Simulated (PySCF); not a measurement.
**Electron correlation in Lu (lutetium, neutral)**

[Xe] 4f14 6s2 6p1, 2P determinant (an excited configuration). Computed with PySCF 2.14 in cc-pVDZ-X2C, with the spin-free X2C one-electron Hamiltonian (Gaussian nucleus). Frozen: [Kr] 4d10; 25 electrons correlated.

| level | correlation energy (mhartree) |
| --- | --- |
| CCSD | -905.72 |
| (T) | -26.32 |
| CCSD(T) | -932.04 |

Diagnostics: T1 = 0.030, D1 = 0.1620, largest double amplitude 0.108.

Spin-orbit coupling, absent here, splits the open shell strongly. T1 exceeds 0.03, a sign that the reference determinant is poor.

Cost of the coupled-cluster step: roughly 50 core-seconds, for 25 correlated electrons.

The basis was made for the ground configuration and has no added diffuse functions, which can raise the energy of the promoted electron.
